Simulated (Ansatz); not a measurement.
`C[SiH](O)[SiH3]` + H₂ → `O[SiH2][SiH3]` + CH₄ at 298.15 K and 1 bar (hydrogenolysis of the Si–C bond).

Isolated molecules relaxed with PBE0-D4/def2-TZVP in Ansatz; ΔE leaves out vibrations. CBS: MP2 limit from def2 TZ/QZ plus the TZ coupled-cluster correction, frozen cores. This one scheme is used for every species. One conformer a species, not always the lowest.

```tsv
species	CCSD(T)/CBS energy (Eh)	H − E (kJ/mol)	S (J/(mol·K))
`C[SiH](O)[SiH3]`	-696.24702	244.5	359.9
H₂	-1.17544	35.1	130.4
`O[SiH2][SiH3]`	-656.96789	164.6	321.1
CH₄	-40.46206	127.4	186.2
```

H − E and S are ideal-gas, rigid-rotor, harmonic terms from PBE0-D4/def2-TZVP, for one conformer and one mirror image of each species. The MP2-based limit puts H₂ 0.8 mEh under its directly extrapolated value; such offsets cancel only in part. 1 Eh = 2625.50 kJ/mol, R = 8.31446 J/(mol·K).

Problem. By hand: ΔE, ΔH, ΔS and ΔG.

Solution. ΔE = (-656.96789) + (-40.46206) − (-696.24702) − (-1.17544) = -0.00749 Eh = -19.7 kJ/mol. Δ(H − E) = 164.6 + 127.4 − 244.5 − 35.1 = 12.4, so ΔH = -7.3 kJ/mol. ΔS = 321.1 + 186.2 − 359.9 − 130.4 = 17.0 J/(mol·K). ΔG = -7.3 − 298.15 × (17.0)/1000 = -12.4 kJ/mol.

Problem. By hand: the equilibrium constant, and the temperature at which ΔG would vanish if ΔH and ΔS stayed fixed.

Solution. log₁₀ K = −ΔG/(RT ln 10) = 2.2. ΔH and −TΔS have one sign here, so there is no such temperature.

TΔS isn't small against ΔH here. A doubt of 5 kJ/mol in ΔE shifts log₁₀ K by 0.9 here. Other conformers and mirror images would add mixing entropy, several J/(mol·K) or more a flexible species. These are equilibria of isolated gas molecules and say nothing of rates. Largest T1 diagnostic: 0.012 (customary marks: 0.02 for closed shells, 0.045 for open ones).
